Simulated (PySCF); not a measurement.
An equivalent PySCF input for S (sulfur, neutral), [Ne] 3s2 3p4, high-spin 3P determinant, with no relativity, point nucleus:

```python
from pyscf import gto, scf, dft, mp, cc
import basis_set_exchange as bse
mol = gto.M(atom="S 0 0 0", charge=0, spin=2, symmetry="D2h",
            basis=gto.basis.parse(bse.get_basis("cc-pV(T+d)Z", elements=["S"], fmt="nwchem", header=False)))
mf = dft.UKS(mol, xc="MN15")
mf.irrep_nelec = {'Ag': (3, 3), 'B1u': (2, 1), 'B2u': (2, 2), 'B3u': (2, 1)}
mf.kernel()
```

It reaches the same state as the run whose output follows, with an energy that differs only through the grid. The run itself started from symmetry-adapted Hartree-Fock orbitals and held the occupation by maximum overlap, on a logarithmic radial grid, so the iterations belong to that start.

```
SCF conv_tol = 1e-09
number electrons alpha = 9  beta = 7
XC functionals = MN15
    H. S. Yu, X. He, S. L. Li, and D. G. Truhlar.,  Chem. Sci. 7, 5032-5051 (2016)
    H. S. Yu, X. He, S. L. Li, and D. G. Truhlar.,  Chem. Sci. 7, 5032-5051 (2016)
cycle= 1 E= -397.998054593796  delta_E= -0.022  |g|= 0.0286  |ddm|= 0.476
cycle= 2 E= -397.998373248875  delta_E= -0.000319  |g|= 0.00709  |ddm|= 0.0851
cycle= 3 E= -397.998400628491  delta_E= -2.74e-05  |g|= 0.00313  |ddm|= 0.0171
cycle= 4 E= -397.998404237759  delta_E= -3.61e-06  |g|= 0.000423  |ddm|= 0.00462
cycle= 5 E= -397.99840437103  delta_E= -1.33e-07  |g|= 2.21e-05  |ddm|= 0.000728
cycle= 6 E= -397.998404371442  delta_E= -4.12e-10  |g|= 1.2e-06  |ddm|= 4.19e-05
converged SCF energy = -397.998404371442  <S^2> = 2.003259  2S+1 = 3.0021719
```
